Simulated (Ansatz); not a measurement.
One change: `[CH3][In]([OH])[Br]` becomes `[CH3][In]([Br])[Br]`.

Ansatz, PBE0-D4/def2-TZVP geometries, multiplicity 1. Each molecule was computed in one conformer, which needn't be the lowest.

Elements past krypton have def2 core potentials. Scalar relativity is left out up to krypton.

| property | `[CH3][In]([OH])[Br]` |
| --- | --- |
| size of the dipole moment (B3LYP/def2-TZVPP) / D | 2.34 |
| HOMO–LUMO gap (B3LYP/def2-TZVPP) / eV | 6.07 |
| HOMO energy (PBE/def2-TZVPP) / eV | -6.71 |
| size of the dipole moment (ωB97M-V/def2-TZVPP) / D | 2.32 |
| HOMO–LUMO gap (ωB97M-V/def2-TZVPP) / eV | 10.57 |
| LUMO energy (B3LYP/def2-TZVPP) / eV | -1.66 |

(1) Give the same properties after the change, and the shifts. (Best estimate.)

Answers

(1) Ansatz gave: 
| property | `[CH3][In]([Br])[Br]` | shift |
| --- | --- | --- |
| size of the dipole moment (B3LYP/def2-TZVPP) / D | 3.37 | 1.03 |
| HOMO–LUMO gap (B3LYP/def2-TZVPP) / eV | 5.82 | -0.25 |
| HOMO energy (PBE/def2-TZVPP) / eV | -6.90 | -0.19 |
| size of the dipole moment (ωB97M-V/def2-TZVPP) / D | 3.35 | 1.03 |
| HOMO–LUMO gap (ωB97M-V/def2-TZVPP) / eV | 10.23 | -0.34 |
| LUMO energy (B3LYP/def2-TZVPP) / eV | -2.07 | -0.41 |

With PBE0 the HOMO falls by 0.15 eV and the LUMO falls by 0.43 eV, so the gap narrows by about 0.28 eV. PBE moves the HOMO by -0.19 eV and ωB97M-V by -0.07 eV. Dipoles are sizes alone; their direction can turn.

B3LYP here is the variant with VWN-RPA as its local correlation; programs differ in this.

Spin–orbit coupling is left out; it splits and shifts lone-pair levels of the heavy atoms by tenths of an eV.
